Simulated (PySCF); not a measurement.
# Electronic structure of C²⁺ (carbon, charge +2) at the UHF level

Configuration: [He] 2s2, closed-shell 1S. Calculation: PySCF 2.14, in dyall-av2z (11s7p2d, 42 functions); no relativity, point nucleus.

| Quantity | Value |
| --- | --- |
| Total energy | -36.407483 hartree |
| One-electron energy | -44.1266 hartree |
| Hartree (Coulomb) energy | 12.0334 hartree |
| Exchange energy | -4.3143 hartree |
| Kinetic energy | 36.40773 hartree |
| ⟨S²⟩ | 0.0000 |
| ⟨L²⟩ | 0.000 |
| Sum of ⟨r⟩ | 3.279 bohr |
| Sum of ⟨r²⟩ | 4.624 bohr² |
| Density at the nucleus (Gaussians lack the cusp) | 125 bohr⁻³ |
| Langevin diamagnetic susceptibility | -3.66 ×10⁻⁶ cm³/mol |

```json
{"shell": "1s", "electrons": "2", "mean orbital energy (hartree)": "-12.65019", "rms radius, mean of both spins (bohr)": "0.310"}
{"shell": "2s", "electrons": "2", "mean orbital energy (hartree)": "-1.69400", "rms radius, mean of both spins (bohr)": "1.49"}
```
